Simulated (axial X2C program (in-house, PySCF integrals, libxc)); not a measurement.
Spectroscopic constants of NaTi⁺

Calculated with an in-house relativistic program for diatomic molecules. Spin-free means the one-electron spin-free X2C Hamiltonian; two-component (2c) means X2C with spin–orbit coupling and atomic mean-field two-electron Coulomb and Gaunt terms, so the difference of the two also holds small scalar two-electron terms. Basis: Ti dyall-cv3z [10s10p6d4f2g], Na dyall-cv3z [9s8p5d2f] (cores contracted in-house); Gaussian nuclei, density fitting, unrestricted open shells. Masses: Ti 47.948 u, Na 22.990 u.

State, spin-free: M_S = 1, Λ = 0 (beyond evenly filled blocks: π+α, π-α); electrons by block: σα: 9, σβ: 9, π+α: 4, π+β: 3, π-α: 4, π-β: 3. Fragments: Ti + Na+.

State, 2c: Ω = 1 (⟨Sz⟩ = 1.00, ⟨Lz⟩ = 0.00 at PBE0); electrons by block: 1/2: 12, -1/2: 13, 3/2: 4, -3/2: 3. Fragments: Ti + Na+.

```json
{"Hamiltonian": "spin-free", "level": "PBE0", "Re (Å)": "3.292", "ωe (cm⁻¹)": "138.9", "Be (cm⁻¹)": "0.1001", "αe (cm⁻¹)": "0.000772", "De (eV)": "0.841", "D0 (eV)": "0.832", "μ (D)": "4.04"}
{"Hamiltonian": "spin-free", "level": "HF", "Re (Å)": "3.464", "ωe (cm⁻¹)": "126.2", "Be (cm⁻¹)": "0.0904", "αe (cm⁻¹)": "0.000679", "De (eV)": "0.679", "D0 (eV)": "0.671", "μ (D)": "4.55"}
{"Hamiltonian": "spin-free", "level": "MP2", "Re (Å)": "3.416", "ωe (cm⁻¹)": "127.8", "Be (cm⁻¹)": "0.09297", "αe (cm⁻¹)": "0.000663", "De (eV)": "0.642", "D0 (eV)": "0.634", "μ (D)": "n/a"}
{"Hamiltonian": "spin-free", "level": "CCSD", "Re (Å)": "3.422", "ωe (cm⁻¹)": "128.9", "Be (cm⁻¹)": "0.09266", "αe (cm⁻¹)": "0.000684", "De (eV)": "0.666", "D0 (eV)": "0.658", "μ (D)": "n/a"}
{"Hamiltonian": "spin-free", "level": "CCSD(T)", "Re (Å)": "3.420", "ωe (cm⁻¹)": "128.8", "Be (cm⁻¹)": "0.09273", "αe (cm⁻¹)": "0.000686", "De (eV)": "0.663", "D0 (eV)": "0.655", "μ (D)": "n/a"}
{"Hamiltonian": "spin-free", "level": "PBE", "Re (Å)": "3.247", "ωe (cm⁻¹)": "141.8", "Be (cm⁻¹)": "0.1029", "αe (cm⁻¹)": "0.000822", "De (eV)": "n/a", "D0 (eV)": "n/a", "μ (D)": "3.95"}
{"Hamiltonian": "2c", "level": "PBE0", "Re (Å)": "3.293", "ωe (cm⁻¹)": "139.0", "Be (cm⁻¹)": "0.1001", "αe (cm⁻¹)": "0.000772", "De (eV)": "n/a", "D0 (eV)": "n/a", "μ (D)": "4.04"}
{"Hamiltonian": "2c", "level": "HF", "Re (Å)": "3.465", "ωe (cm⁻¹)": "126.2", "Be (cm⁻¹)": "0.09038", "αe (cm⁻¹)": "0.000679", "De (eV)": "n/a", "D0 (eV)": "n/a", "μ (D)": "4.55"}
{"Hamiltonian": "2c", "level": "MP2", "Re (Å)": "3.417", "ωe (cm⁻¹)": "127.8", "Be (cm⁻¹)": "0.09294", "αe (cm⁻¹)": "0.000663", "De (eV)": "n/a", "D0 (eV)": "n/a", "μ (D)": "n/a"}
{"Hamiltonian": "2c", "level": "CCSD", "Re (Å)": "3.422", "ωe (cm⁻¹)": "128.9", "Be (cm⁻¹)": "0.09264", "αe (cm⁻¹)": "0.000683", "De (eV)": "n/a", "D0 (eV)": "n/a", "μ (D)": "n/a"}
{"Hamiltonian": "2c", "level": "CCSD(T)", "Re (Å)": "3.421", "ωe (cm⁻¹)": "128.8", "Be (cm⁻¹)": "0.0927", "αe (cm⁻¹)": "0.000685", "De (eV)": "n/a", "D0 (eV)": "n/a", "μ (D)": "n/a"}
{"Hamiltonian": "2c", "level": "PBE", "Re (Å)": "3.247", "ωe (cm⁻¹)": "141.9", "Be (cm⁻¹)": "0.1029", "αe (cm⁻¹)": "0.000848", "De (eV)": "n/a", "D0 (eV)": "n/a", "μ (D)": "3.95"}
```

Correlated methods: 4 electrons correlated (number of frozen shells: Ti 3 s, 2 p; Na 2 s, 1 p), 304 virtual spin orbitals or spinors in MP2, 75 natural virtuals in coupled cluster.

Dipoles are positive if Na is the positive end and refer to the centre of mass.

Occupations by symmetry block were frozen at the best pattern of an incomplete PBE0 search. De is counted from the lowest determinant-based energies of the atoms at the same level, without counterpoise correction. De is not given where an atomic determinant may have missed its ground term or J level, or where the truncated virtual space spoils (T). Density functionals use the spin component along the axis (collinear). CCSD and (T) use frozen natural virtuals with an MP2 correction for the truncation; (T) itself is uncorrected, so its De runs slightly low. PBE0 can misorder states that lie within some tenths of an eV, so this need not be the ground state of the molecule. The nearest other spin-free determinant of the search, M_S = 2, Λ = 2, lies 0.12 eV up at the distance of the search. The functionals have no current-density term, which raises determinants with orbital currents, atoms included. With several unpaired electrons one determinant need not be a pure state. The outer-core s and p shells of the metal are frozen in the correlated rows, which leaves out core–valence correlation; for alkali and alkaline-earth bonds that tends to lengthen them. Open-shell Ω = 0 determinants with evenly filled partner blocks cannot be reached by this program, so the Ω shown need not be the lowest component. At some level and bond length an empty orbital lies below a filled one. This is the Ω = 1 component of a π² triplet; the 0⁺ component is not one determinant and can lie lowest. Some points did not converge and are left out. The determinant is spin-polarised beyond a pure state at some levels (its spin-free form has ⟨S²⟩ too high), which makes Re and μ there less reliable.

Rough cost a point (2c) on 1 thread(s) of a shared host, integrals apart: PBE0 0.6 s, HF 0.6 s, CCSD(T) 1.3 s, PBE 1 s.
